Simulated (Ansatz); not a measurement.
A structure relaxed at PBE-D4/def2-SVP in Ansatz, charge 0, singlet:

```xyz
12

Na   -1.252    1.999    0.430
Na    2.067    0.986   -0.720
Na   -2.066   -0.983    0.716
Na    1.250   -1.996   -0.425
Na   -0.917   -0.580   -2.138
Na    0.917    0.576    2.136
H    -1.232    0.417    2.131
H     1.231   -0.415   -2.130
H     0.882    2.269    0.545
H    -2.226    0.634   -0.927
H    -0.883   -2.272   -0.548
H     2.229   -0.636    0.930
```

Task: Give its formula and point group.

Result: the cluster Na₆H₆ (the lowest singlet isomer of a short search). Point group D3d (tolerance 0.1 Å).

Task: Summarise the bond lengths by kind (pairs closer than 1.2 times the sum of covalent radii, bridged metal pairs left out).

Result: 18 × H–Na 2.15 to 2.33 Å.

The structure comes from a short search, and lower isomers may exist.
